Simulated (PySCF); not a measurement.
Steps of a relaxation of [HoF2]+

[HoF2]+ (singlet in the valence; each metal's 4f electrons, 10 of them, lie in its core potential, out of spins and levels). PySCF 2.14.0, RKS PBE0, Ho lcecp-1-SVP with ECP56, F def2-SVP; non-relativistic Hamiltonian with scalar-relativistic core potentials where named; density fitting; no spin-orbit coupling. Origin of the start: template. Columns: position (Å) and force (eV/Å). Energies are counted from the last step; some of the 7 steps are shown. Forces carry noise of the integration grid, about 0.01 to 0.03 eV/Å.

Run from Python with OMP_NUM_THREADS=2. Where DIIS fails, smearing, a level shift and second-order steps follow.
It took 7.9 s on 2 threads of Arm Neoverse V2, with other jobs on the host, from the converged density of the start.

```xyz
3
step 0  E = 0.596 eV
Ho    0.0000    0.0000   -0.1589     0.00    0.00    2.20
F     1.8957    0.0000    0.6895    -2.83    0.00   -1.10
F    -1.8957    0.0000    0.6895     2.83    0.00   -1.10
```

```xyz
3
step 2  E = 0.066 eV
Ho    0.0000    0.0000   -0.1781     0.00    0.00   -0.75
F     1.7073    0.0000    0.6992     0.17    0.00    0.37
F    -1.7073    0.0000    0.6992    -0.17    0.00    0.37
```

```xyz
3
step 4  E = 0.003 eV
Ho    0.0000    0.0000   -0.3311     0.00    0.00    0.37
F     1.5800    0.0000    0.7757    -0.24    0.00   -0.18
F    -1.5800    0.0000    0.7757     0.24    0.00   -0.18
```

Q: Where does the relaxation end?

A: It converges at step 6 in C2v:
```xyz
3
step 6  E = 0
Ho    0.0000    0.0000   -0.3233
F     1.5762    0.0000    0.7718
F    -1.5762    0.0000    0.7718
```

Q: How did the contacts change?

A: 
```json
{"contact": "Ho1–F2 (F)", "start (Å)": "2.077", "end (Å)": "1.919"}
{"contact": "Ho1–F3 (F)", "start (Å)": "2.077", "end (Å)": "1.919"}
```


An lcecp potential fixes the number of 4f electrons, so in runs with it no electron can move into or out of that shell.
